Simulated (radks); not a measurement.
Polarisabilities and homonuclear dispersion coefficients (atomic units). Calculated with a radial shooting solver on a logarithmic mesh with Libxc functionals: non-relativistic Kohn-Sham, LB94 model potential, spin-polarised, spherical densities, point nucleus; open shells are filled with parallel spins first (spin-orbit coupling, left out, can overturn this in heavy ions). Response by self-consistent Sternheimer equations with the Hartree and adiabatic LDA kernel. For heavy and open-shell atoms this level of theory can miss by tens of per cent. "Uncoupled" leaves out the induced potential. Quadrupole and octupole values are given only where no p, d or f shell is open. The Sternheimer factor gamma scales a distant field gradient at the nucleus by 1 - gamma.

species      configuration  alpha1 (bohr^3)  alpha1, uncoupled  alpha2 (bohr^5)  alpha3 (bohr^7)     C6     C8  Sternheimer gamma  recommended alpha1
Cd+          [Kr] 4d10 5s1            20.40              32.28            93.26            908.9  114.3   3055              -22.7                   -
Pd               [Kr] 4d10            19.77              32.15            219.5             1861  139.0   4625              -23.8       26.14 +/- 0.1
Zn3+              [Ar] 3d9            1.426              1.755                -                -  3.249      -                  -                   -
Cu+              [Ar] 3d10            5.731              7.684            32.24            143.1  18.78  328.1              -9.78                   -
V             [Ar] 3d3 4s2            71.72              130.8                -                -  689.8      -                  -           87 +/- 10
Zn           [Ar] 3d10 4s2            29.96              52.89            208.3             2647  193.6   7679              -8.65       38.67 +/- 0.3
Sn       [Kr] 4d10 5s2 5p2            51.37              78.75                -                -  534.8      -                  -            53 +/- 6
Rh2+              [Kr] 4d7            6.865              10.24                -                -  36.41      -                  -                   -

Recommended values: Schwerdtfeger and Nagle, table of static dipole polarisabilities (2023 update), measured or computed.

Beside tabulated values, note that relativity, absent from the non-relativistic runs, is large for the heavy elements.
